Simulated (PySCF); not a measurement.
Isomers of C6H10FP.

All values: CAM-B3LYP/def2-SVPD (PySCF) at GFN2-xTB geometries, gas phase, one conformer each. Core orbitals are frozen in the response; Δα² is half the sum of the squared differences of the principal polarisabilities.

Task: Rank by polarisability anisotropy Δα, lowest first.
A. `[CH2:1]=[P@@:2]1([CH3:3])[CH2:4][CH:5]=[C:6]([F:7])[CH2:8]1` with C1–P2–C4–C5 116°, P2–C4–C5–C6 16°, C5–C6–C8–P2 -16°, C1–P2–C8–C6 -98°
B. `[CH3:1][C:2]1=[C:3]([F:4])[CH2:5][P:6]([CH3:7])[CH2:8]1` with C2–C3–C5–P6 -14°, C3–C5–P6–C7 -80°, C5–P6–C8–C2 -18°, C1–C2–C8–P6 -167°
C. `[CH2:1]=[CH:2]/[P:3]=[C:4](\[F:5])[CH:6]([CH3:7])[CH3:8]` with C1–C2–P3–C4 180°, P3–C4–C6–C7 119°
D. `[CH3:1][CH2:2][C:3]1=[C:4]([F:5])[CH2:6][PH:7][CH2:8]1` with C1–C2–C3–C4 114°, C3–C4–C6–P7 -16°, C4–C6–P7–C8 21°, C6–P7–C8–C3 -22°, C2–C3–C8–P7 -165°

Result: B (2.96 Å³), A (3.67 Å³), D (4.44 Å³), C (11.39 Å³).

Task: Rank by mean static polarisability, lowest first.
A. `[CH2:1]=[P@@:2]1([CH3:3])[CH2:4][CH:5]=[C:6]([F:7])[CH2:8]1` with C1–P2–C4–C5 116°, P2–C4–C5–C6 16°, C5–C6–C8–P2 -16°, C1–P2–C8–C6 -98°
B. `[CH2:1]=[CH:2]/[P:3]=[C:4](\[F:5])[CH:6]([CH3:7])[CH3:8]` with C1–C2–P3–C4 180°, P3–C4–C6–C7 119°
C. `[CH3:1][C:2]1=[C:3]([F:4])[P:5]([CH3:6])[CH2:7][CH2:8]1` with C2–C3–P5–C6 -90°, C3–P5–C7–C8 -17°, P5–C7–C8–C2 20°, C1–C2–C8–C7 167°

Result: C (13.93 Å³), A (14.31 Å³), B (15.83 Å³).

Task: Rank by dipole moment, highest first.
A. `[CH3:1][C:2]1=[C:3]([F:4])[CH2:5][P:6]([CH3:7])[CH2:8]1` with C2–C3–C5–P6 -14°, C3–C5–P6–C7 -80°, C5–P6–C8–C2 -18°, C1–C2–C8–P6 -167°
B. `[CH2:1]=[CH:2]/[P:3]=[C:4](\[F:5])[CH:6]([CH3:7])[CH3:8]` with C1–C2–P3–C4 180°, P3–C4–C6–C7 119°
C. `[CH2:1]=[P@@:2]1([CH3:3])[CH2:4][CH:5]=[C:6]([F:7])[CH2:8]1` with C1–P2–C4–C5 116°, P2–C4–C5–C6 16°, C5–C6–C8–P2 -16°, C1–P2–C8–C6 -98°

Result: C (2.63 D), A (1.28 D), B (0.59 D).

All values together:

| SMILES | μ (D) | HOMO (eV) | LUMO (eV) | α (Å³) | Δα (Å³) |
| --- | --- | --- | --- | --- | --- |
| C=[P@@]1(C)CC=C(F)C1 | 2.63 | -6.76 | 0.98 | 14.31 | 3.67 |
| C=C/P=C(\F)C(C)C | 0.59 | -7.77 | -0.46 | 15.83 | 11.39 |
| CC1=C(F)P(C)CC1 | 2.76 | -7.74 | 1.07 | 13.93 | 4.24 |
| CCC1=C(F)CPC1 | 1.16 | -8.05 | 1.05 | 13.80 | 4.44 |
| CC1=C(F)CP(C)C1 | 1.28 | -8.08 | 1.23 | 13.80 | 2.96 |

Conformers: `[CH2:1]=[P@@:2]1([CH3:3])[CH2:4][CH:5]=[C:6]([F:7])[CH2:8]1` with C1–P2–C4–C5 116°, P2–C4–C5–C6 16°, C5–C6–C8–P2 -16°, C1–P2–C8–C6 -98°; `[CH2:1]=[CH:2]/[P:3]=[C:4](\[F:5])[CH:6]([CH3:7])[CH3:8]` with C1–C2–P3–C4 180°, P3–C4–C6–C7 119°; `[CH3:1][C:2]1=[C:3]([F:4])[P:5]([CH3:6])[CH2:7][CH2:8]1` with C2–C3–P5–C6 -90°, C3–P5–C7–C8 -17°, P5–C7–C8–C2 20°, C1–C2–C8–C7 167°; `[CH3:1][CH2:2][C:3]1=[C:4]([F:5])[CH2:6][PH:7][CH2:8]1` with C1–C2–C3–C4 114°, C3–C4–C6–P7 -16°, C4–C6–P7–C8 21°, C6–P7–C8–C3 -22°, C2–C3–C8–P7 -165°; `[CH3:1][C:2]1=[C:3]([F:4])[CH2:5][P:6]([CH3:7])[CH2:8]1` with C2–C3–C5–P6 -14°, C3–C5–P6–C7 -80°, C5–P6–C8–C2 -18°, C1–C2–C8–P6 -167°.
